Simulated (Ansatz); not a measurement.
`CC(C)[O][Ge][Cl]` and `CC(C)[O][Sn][SH]` differ in one atom or group.

Ansatz, PBE0-D4/def2-TZVP geometries, multiplicity 1. Each molecule was computed in one conformer, which needn't be the lowest.

Elements past krypton have def2 core potentials. Scalar relativity is left out up to krypton.

```
                                          property  `CC(C)[O][Ge][Cl]`
                 LUMO energy (PBE/def2-TZVPP) / eV               -2.89
               LUMO energy (B3LYP/def2-TZVPP) / eV               -2.37
              HOMO–LUMO gap (PBE0/def2-TZVPP) / eV                5.60
               HOMO–LUMO gap (PBE/def2-TZVPP) / eV                3.68
             HOMO energy (ωB97M-V/def2-TZVPP) / eV               -9.90
size of the dipole moment (ωB97M-V/def2-TZVPP) / D                1.55
```

Q: What does the change do to each property? (An estimate is asked.)

A: The calculation gave: 
```tsv
property	`CC(C)[O][Sn][SH]`	shift
LUMO energy (PBE/def2-TZVPP) / eV	-2.79	0.10
LUMO energy (B3LYP/def2-TZVPP) / eV	-2.38	-0.01
HOMO–LUMO gap (PBE0/def2-TZVPP) / eV	4.95	-0.65
HOMO–LUMO gap (PBE/def2-TZVPP) / eV	3.32	-0.36
HOMO energy (ωB97M-V/def2-TZVPP) / eV	-9.13	0.77
size of the dipole moment (ωB97M-V/def2-TZVPP) / D	1.24	-0.31
```

Dipoles are sizes alone; their direction can turn.

B3LYP here is the variant with VWN-RPA as its local correlation; programs differ in this.
